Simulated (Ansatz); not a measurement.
A structure drawn as `CN([SiH3])CN`, with this starting geometry:

```xyz
15

C     0.7646   -0.7669   -0.9559
N    -0.1490   -0.1642   -0.0560
Si   -1.0275   -1.1842    0.9845
C     0.3415    1.0694    0.4857
N    -0.0196    2.1316   -0.4731
H     0.2838   -1.6076   -1.5784
H     1.6460   -1.1884   -0.5054
H     1.0656   -0.0755   -1.7741
H    -1.6416   -2.3267    0.2129
H    -2.0790   -0.4022    1.6887
H    -0.0714   -1.7638    2.0005
H     1.4864    1.0320    0.5536
H     0.0390    1.3497    1.3837
H    -1.0016    2.0008   -0.5854
H     0.3629    1.8960   -1.3812
```

Charge 0, multiplicity 1.

Q: Relax it with Ansatz at PBE-D4/def2-SVP and then PBE0-D4/def2-TZVP. Is the drawn bonding still there?

A: Yes, every drawn bond is still there and no new one forms.

Q: Give the relaxed structure. (Estimate.)

A: The calculation gave: 
Z-matrix (Å, degrees):
```
C
N 1 1.444
H 1 1.096 2 111.3
H 1 1.092 2 110.5 3 -118.6
H 1 1.100 2 112.4 3 121.0
Si 2 1.719 1 120.4 3 141.3
C 2 1.453 1 114.7 3 -60.2
H 6 1.486 2 107.7 1 -165.6
H 6 1.487 2 108.4 1 -45.4
H 6 1.496 2 115.3 1 74.4
N 7 1.441 2 116.2 1 68.3
H 7 1.100 2 110.3 1 -53.9
H 7 1.094 2 107.8 1 -170.3
H 11 1.013 7 110.6 2 51.7
H 11 1.011 7 111.9 2 -68.7
```
All modes are real.

Atoms count as bonded under 1.1 times the sum of their covalent radii (H–H under 0.85 Å, pairs among N, O and F under 1.55 Å), and a drawn bond as lost past 1.3 times.
